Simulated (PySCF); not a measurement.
SMILES BCCB (C₂H₈B₂) (GFN2-xTB optimised geometry):

```
12

B      1.472    -0.058    -1.255
C      0.768    -0.679     0.000
C     -0.769    -0.679     0.000
B     -1.473     0.721     0.000
H      0.858     0.276    -2.194
H      2.638     0.048    -1.259
H      1.123    -0.175     0.904
H      1.131    -1.709     0.107
H     -1.124    -1.270    -0.850
H     -1.131    -1.228     0.879
H     -2.638     0.773    -0.105
H     -0.861     1.709     0.132
```

Calculation: PBE0/def2-TZVP run with PySCF 2.14.0.

### Question
What are the frontier orbital energies and the dipole moment?

### Answer
HOMO-2 -9.22 eV, HOMO-1 -8.79 eV, HOMO -8.62 eV, LUMO -1.60 eV, LUMO+1 -0.99 eV; dipole moment 0.98 D.

Meta-Löwdin charges at PBE0/def2-TZVP: B1 0.03, C2 -0.31, C3 -0.31, B4 0.03, H5 0.01, H6 0.01, H7 0.13, H8 0.13, H9 0.13, H10 0.13, H11 0.01, H12 0.01.
